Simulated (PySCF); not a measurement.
**EPR parameters of C3H11OSi3**

C₃H₁₁OSi₃ (doublet state).
Z-matrix (Å and degrees, GFN2-xTB geometry), rows numbered from 1:
```
Si
Si  1  2.2744
O   2  1.6329  1  105.33
Si  3  1.6100  2  167.00  1    94.70
C   2  1.8977  1  115.51  3   118.47
C   5  1.5040  2  121.87  1  -141.02
C   6  1.4916  5   60.27  2   108.11
H   1  1.4671  2  117.71  3   178.37
H   1  1.4691  2  121.19  3   -50.29
H   2  1.4722  1  116.00  3  -113.69
H   4  1.4613  3  105.81  2  -113.85
H   4  1.4609  3  106.40  2   125.81
H   4  1.4645  3  108.72  2     5.82
H   5  1.0857  2  114.60  1    71.96
H   6  1.0808  5  118.46  7   108.43
H   6  1.0803  5  117.95  7  -107.87
H   7  1.0808  5  117.94  6   107.83
H   7  1.0808  5  118.75  6  -108.47
```

The hyperfine couplings belong to this conformer and change with its torsions.

Identity: `[SiH2][Si@@H](O[SiH3])C1CC1` [radical].

Level of theory: UKS B3LYP, pcH-1 on C H O Si, non-relativistic, mean-field spin-orbit, GIAO in PySCF 2.14.0. One conformer (not necessarily the lowest) at the GFN2-xTB geometry, without solvent, vibrations or thermal averaging. GFN2-xTB frequencies show an imaginary mode (47i cm⁻¹), so this geometry is no minimum at that level. The geometry wasn't refined by DFT: couplings that depend on bond lengths, twists or pyramidal angles can differ widely from those at the functional's own minimum, by a factor of two or more for some ions and for spin on atoms past the first row. No stability test was run, so a lower SCF solution isn't excluded.

* g1, g2, g3: 2.00203, 2.00458, 2.00592
* g_iso: 2.00418
* Form of g: rhombic: the two nearest values differ by 35 % of g3 − g1
* ⟨S²⟩: 0.7526 (exact 0.7500)
* α and β electrons: 40, 39
* Total energy: -1064.68861 Eh

Isotropic coupling and dipolar principal values T1 to T3, in G (MHz turned into gauss with g_iso; 10 G = 1 mT):

| atom | isotope | a_iso | of which spin–orbit | T1 | T2 | T3 | Mulliken spin population |
| --- | --- | --- | --- | --- | --- | --- | --- |
| Si1 | 29Si | -108.6 | 0.3 | -63.7 | 31.6 | 32.1 | 1.00 |
| Si2 | 29Si | -2.4 | 0.0 | -2.5 | 0.6 | 1.8 | 0.02 |
| O3 | 17O | 0.3 | 0.0 | -0.2 | 0.0 | 0.2 | 0.00 |
| Si4 | 29Si | 0.0 | 0.0 | -0.1 | 0.0 | 0.1 | 0.00 |
| C5 | 13C | 13.7 | 0.0 | -1.1 | -1.1 | 2.2 | 0.02 |
| C6 | 13C | 2.5 | 0.0 | -0.5 | -0.4 | 0.9 | 0.01 |
| C7 | 13C | 0.1 | 0.0 | -0.1 | -0.1 | 0.2 | 0.00 |
| H8 | 1H | -4.7 | 0.0 | -3.8 | 0.8 | 3.1 | -0.03 |
| H9 | 1H | -2.2 | 0.0 | -3.8 | 0.9 | 3.0 | -0.02 |
| H10 | 1H | -1.5 | 0.0 | -0.8 | -0.4 | 1.3 | 0.00 |
| H11 | 1H | 0.1 | 0.0 | -0.3 | -0.3 | 0.6 | 0.00 |
| H12 | 1H | 0.0 | 0.0 | -0.2 | -0.1 | 0.3 | 0.00 |
| H13 | 1H | 0.0 | 0.0 | -0.2 | -0.2 | 0.4 | 0.00 |
| H14 | 1H | -0.8 | 0.0 | -0.8 | -0.3 | 1.1 | 0.00 |
| H15 | 1H | 1.6 | 0.0 | -0.4 | -0.1 | 0.5 | 0.00 |
| H16 | 1H | 0.0 | 0.0 | -0.4 | -0.1 | 0.5 | 0.00 |
| H17 | 1H | 0.4 | 0.0 | -0.5 | -0.3 | 0.8 | 0.00 |
| H18 | 1H | 0.0 | 0.0 | -0.3 | -0.2 | 0.5 | 0.00 |

The largest Mulliken spin population is on Si1 (+1.00). The angles at Si1 add up to 343.9°, so it is pyramidal.

Axes: g2 points within 13° of the Si1–Si2 bond.

Under fast tumbling the dipolar parts average out, and these isotropic splittings remain: 2 × 1H (H8/H9, I = 1/2, 3 lines) with 0.35 mT, 1 × 1H (H15, I = 1/2, 2 lines) with 0.16 mT, 1 × 1H (H10, I = 1/2, 2 lines) with 0.15 mT, 1 × 1H (H14, I = 1/2, 2 lines) with 0.08 mT and 1 × 1H (H17, I = 1/2, 2 lines) with 0.04 mT.

Nuclei that the bonding pattern makes equivalent are averaged, as if the motion that swaps them (rotation, inversion, ring flip) were fast. The 1H value of -9.7 MHz is a mean of couplings from -13.3 to -6.1 MHz in this one geometry, not an average over conformers.

The 29Si coupling of Si1 (-304.6 MHz) shows only in satellite lines or after enrichment, since that isotope makes up about 4.7 % of natural silicon.

The 13C coupling of C5 (38.5 MHz) shows only in satellite lines or after enrichment, since that isotope makes up about 1.07 % of natural carbon.

The spin density at the nucleus, in bohr⁻³, is negative for H8/H9 (-0.0022) and O3 (-0.0014), for instance. A restricted open-shell determinant has no negative spin density anywhere; here it arises because α and β orbitals differ (spin polarisation).
